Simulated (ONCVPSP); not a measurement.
**lanthanum: one change to an ONCV potential, before and after**

lanthanum (La), optimised norm-conserving Vanderbilt (ONCV), made with ONCVPSP 4.0.1 (LDA (Perdew-Zunger), scalar-relativistic). Core [Kr] 4d10, reference 5s2 5p6 5d1 6s1.75 6p0.25. Waves: 5s+6s: rc 2.60 bohr, ncon 4, nbas 7, qcut 5.2 1/bohr, 2 projectors; 5p+6p: rc 3.55 bohr, ncon 4, nbas 9, qcut 4.7 1/bohr, 2 projectors; 5d: rc 2.85 bohr, ncon 4, nbas 7, qcut 3.1 1/bohr, 2 projectors, debl 1.3 Ha; f scattering state at 0.2 Ha: rc 2.75 bohr, ncon 3, nbas 7, qcut 3.8 1/bohr, 1 projector. Local part: polynomial inside 1.75 bohr (lpopt 1, dvloc0 4 Ha). Core correction: Teter function, fcfact 2, rcfact 1.

In the f channel the program set the typed energies aside and used -0.179 Ha.

Change: all radii but the core radius scaled by about 1.16 (s 3.02, p 4.12, d 3.32, f 3.20 bohr); local potential polynomial inside 2.04 bohr (lpopt 1, dvloc0 4 Ha).

Cutoffs: the cutoffs (Ha) at which the residual kinetic energy of the hardest occupied pseudo-wave falls to 1 and 0.1 mHa per electron; they do not see the model core or the augmentation charge, which bear on the density cutoff. Errors are all-electron minus pseudo energies relative to the spin-unpolarised reference configuration.

Problem. What does the change do?

Solution. The potential gets softer (8.3 Ha and 18 Ha → 6.7 Ha and 13 Ha); of the 4 tests that both files solve, the error grows in 2 and shrinks in 0 by more than 15 % and 0.3 meV (median size 0.9 → 1.4 meV); neither file shows a bound ghost. A larger radius leaves more room for a smooth pseudo-wave, so fewer plane waves are needed.

| quantity | base | changed |
| --- | --- | --- |
| cutoff, loose | 8.3 Ha | 6.7 Ha |
| cutoff, tight | 18 Ha | 13 Ha |
| loose cutoff by channel | s 8.3 Ha, p 5.4 Ha, d 5.9 Ha | s 6.7 Ha, p 5.1 Ha, d 5.1 Ha |
| bound ghosts | none | none |
| GHOST(+) flags under 300 eV | none | none |
| error for 5s2 5p6 5d1 6s2 6p0, meV [ΔE -0.60 eV] | 0.0 | 0.0 |
| error for 5s2 5p6 5d1 6s1 6p0, meV [ΔE 5.56 eV] | -1.2 | -1.4 |
| error for 5s2 5p6 5d1 6s0 6p0, meV [ΔE 16.71 eV] | -4.6 | -7.3 |
| error for 5s2 5p6 5d1 6s0 6p2, meV [ΔE 4.44 eV] | -0.6 | -1.4 |
| rms error of d²Exc/dni dnj with the model core, mHa | 2.16 | 2.17 |

Base: The cutoffs count occupied waves only; projector 1 of the f channel, the hardest unoccupied one, needs 48 Ha at the loose tolerance. Changed file: The cutoffs count occupied waves only; projector 1 of the f channel, the hardest unoccupied one, needs 23 Ha at the loose tolerance.
